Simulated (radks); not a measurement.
Computed order of ionisation of gold. At each step one electron was removed from each of the four highest sub-shells of the ion before, moves of one valence electron (up to charge 6) and the configuration listed by NIST were tried, and the lowest configuration was kept. Calculated with a radial shooting solver on a logarithmic mesh with Libxc functionals: scalar-relativistic Kohn-Sham, PBE, spin-polarised, spherical densities, finite nucleus; Fermi nuclear charge, rms radius of each element as measured or else 0.836 A^(1/3) + 0.57 fm. Open shells are filled with parallel spins first.

species  lowest configuration found  NIST configuration  margin to the next tried (eV)  IE (eV)  NIST IE (eV)       kind
Au               [Xe] 4f14 5d10 6s1                same                          1.725    9.580         9.226       exp.
Au+                  [Xe] 4f14 5d10                same                          2.188   21.041         20.20       exp.
Au2+                  [Xe] 4f14 5d9                same                          4.104   33.315            30     theory
Au3+                  [Xe] 4f14 5d8                same                          6.208   46.657            45     theory
Au4+                  [Xe] 4f14 5d7                same                          8.427   60.866            60     theory
Au5+                  [Xe] 4f14 5d6                same                         10.699   75.792            74     theory
Au6+                  [Xe] 4f14 5d5                same                         18.410   96.450            94     theory
Au7+                  [Xe] 4f14 5d4                same                         55.393   113.34           112     theory
Au8+                  [Xe] 4f14 5d3                same                         57.392   130.77           130     theory
Au9+                  [Xe] 4f14 5d2                same                         59.525   148.68           149     theory
Au10+                 [Xe] 4f14 5d1                same                         61.811   167.00           168  semi-emp.
Au11+                     [Xe] 4f14                same                         64.277   252.63           248  semi-emp.
Au12+        [Kr] 4d10 4f14 5s2 5p5                same                         42.065   274.56           275     theory
Au13+        [Kr] 4d10 4f14 5s2 5p4                same                         46.519   296.64           299     theory

Reference values: NIST Atomic Spectra Database (exp. = measured, semi-emp. = semi-empirical, theory = theoretical value adopted there). Open shells are spherical and high-spin; term and fine-structure splittings are not resolved. Spin-orbit splitting is averaged out at the scalar-relativistic level.
